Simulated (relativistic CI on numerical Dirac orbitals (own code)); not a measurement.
## Mn4+ (3d3) in a crystal field

Calculated by Dirac-Coulomb-Breit CI, KLI orbitals optimised for each configuration, model QED, valence Slater integrals scaled by 0.65, one configuration in a parametric crystal field (own radial code).

Field parameters in Wybourne normalisation: Oh B⁴₀ = 21Dq, B⁴₄ = √(5/14) B⁴₀. The field is a parameter set, without covalency.

S is read from ⟨S²⟩ = S(S + 1).

Levels (cm⁻¹, degeneracy): 0 (4), 16060 (4), 16793 (4), 16921 (2), 24630 (4), 24756 (2), 25118 (2), 25120 (4), 25124 (2), 25152 (4), 33917 (2), 33930 (2).

Which field gives this pattern?
A. Oh, 10Dq = 25000 cm⁻¹
B. Oh, 10Dq = 17000 cm⁻¹
C. Oh, 10Dq = 9000 cm⁻¹
D. Oh, 10Dq = 29000 cm⁻¹

A. Oh, 10Dq = 25000 cm⁻¹, ground level with S = 1.50.
